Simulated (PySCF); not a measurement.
Static response to an electric field

Species: SnH2(OiPr)2, C₆H₁₆O₂Sn.
Structure used (PBE0-D3(BJ)/def2-SVP), in Å, numbered top down from 1:
```xyz
25
C6H16O2Sn angstrom
Sn     1.6818   -0.0071    1.2283
H      1.5414    0.3608    2.8898
H      3.2334   -0.3587    0.6113
O      1.0310    1.4328    0.0281
C     -0.2931    1.9222    0.1165
C     -0.6869    2.4215   -1.2620
C     -0.3907    3.0120    1.1729
H     -0.9895    1.1034    0.3950
H     -0.0072    3.2287   -1.5767
H     -1.7182    2.8065   -1.2686
H     -0.6125    1.6080   -1.9985
H     -0.1185    2.6247    2.1676
H      0.2982    3.8352    0.9266
H     -1.4120    3.4180    1.2385
O      0.3611   -1.4682    0.9815
C     -0.0036   -1.9241   -0.3059
C     -1.4142   -2.4761   -0.2091
C      0.9873   -2.9622   -0.8088
H     -0.0155   -1.0785   -1.0252
H     -1.4421   -3.3086    0.5112
H     -1.7685   -2.8426   -1.1848
H     -2.1052   -1.6971    0.1451
H      2.0007   -2.5365   -0.8857
H      1.0267   -3.8136   -0.1114
H      0.7061   -3.3366   -1.8051
```

Level: B3LYP/def2-SVPD (PySCF), static field, nuclei fixed, core orbitals frozen in the response. The polarisability tensor in these axes (au):

```
x   121.83  -3.29   7.10
y    -3.29 131.95   4.91
z     7.10   4.91 117.14
```

Q: What are the eigenvalues, a third of the trace, and Δα (Δα² = ½Σ(αi − αj)² over the three pairs)?

A: Principal values 110.39, 126.95 and 133.58 au; mean 123.64 au = 18.32 Å³ = 20.39 × 10⁻⁴⁰ C²·m²/J; Δα = 20.68 au (17 % of the mean).

Q: What is the dipole moment, and where does it point?

A: (0.37, 0.06, 0.29) D, 0.47 D in size, pointing from the negative to the positive side. Measured along this direction, the outermost atoms are H21 at the negative end and H2 at the positive end.

Q: Give the principal axes and the span of the nuclei along them.

A: Largest value along (-0.13, 0.96, 0.23), where the nuclei span 7.71 Å; middle along (0.82, -0.03, 0.58), 5.22 Å; least along (-0.56, -0.26, 0.78), 4.17 Å. The response follows the extents in order.

Q: What depolarisation ratio follows for Rayleigh scattering of linearly polarised light, taking the static tensor?

A: ρ = 3Δα²/(45ᾱ² + 4Δα²) = 1283.4/(687905 + 1711.1) = 0.00186.

Q: What would n − 1 = 2πNα be for an ideal gas of these molecules at 273.15 K and 1 atm, electronic part alone?

A: N = p/kT = 2.6868 × 10¹⁹ cm⁻³, so n − 1 = 2π × N × 18.32 × 10⁻²⁴ cm³ = 3093 × 10⁻⁶ at long wavelengths, for an ideal gas.

Q: What molar refraction does this α imply?

A: Lorentz–Lorenz: R = (4π/3)N_A α = 2.5225 cm³/(mol·Å³) × 18.32 Å³ = 46.2 cm³/mol, in the limit of long wavelengths.

The structure is a single PBE0-D3(BJ)/def2-SVP conformer in the gas phase; no vibrational or solvent corrections. Atoms past krypton carry effective core potentials; spin–orbit coupling is left out.
